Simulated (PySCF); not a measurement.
3-bromobuta-1,2-diene (C4H5Br), SMILES C=C=C(C)Br.

The structure is a stationary point at B3LYP-D3(BJ)/def2-SVP.

All values below come from PBE/def2-TZVP (PySCF).

Gas-phase values at a fixed geometry.

### Question
Estimate the frontier levels, gap, dipole moment and polarisability. (The exact figures need the calculation; the answer reports its results.)

### Answer

```yaml
highest_occupied_level: -5.93 eV
lowest_empty_level: -2.02 eV
orbital_gap: 3.90 eV
dipole_moment: 0.363 e·Å
quadrupole, principal values (traceless, Buckingham form, about the centre of nuclear charge): -2.91, -0.83, 3.74 D·Å
mean_static_polarisability: 74.4 bohr³ (11.03 Å³)
polarisability_principal_values: 47.7, 66.8, 108.7 bohr³
```
